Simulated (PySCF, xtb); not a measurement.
C₂H₈N, SMILES C[NH2+]C, charge +1.

Harmonic wavenumbers (cm⁻¹) from xtb with GFN2-xTB at its own minimum, in rising order: 200, 266, 377, 811, 924, 968, 1001, 1097, 1182, 1201, 1234, 1304, 1411, 1416, 1442, 1447, 1453, 1457, 1462, 3062, 3063, 3064, 3064, 3066, 3068, 3212, 3213.

**Question.** What does PySCF with PBE0-D3(BJ)/def2-SVP give at its own minimum? (An estimate is asked for; the answer gives what the named calculation found.)

**Answer.** 209, 275, 390, 822, 898, 1024, 1031, 1090, 1241, 1265, 1379, 1419, 1429, 1457, 1469, 1478, 1482, 1484, 1637, 3098, 3098, 3224, 3224, 3224, 3225, 3450, 3499. Paired by order, the mean absolute difference is 79 cm⁻¹ and the zero-point energies are 65.0 and 67.9 kcal/mol.
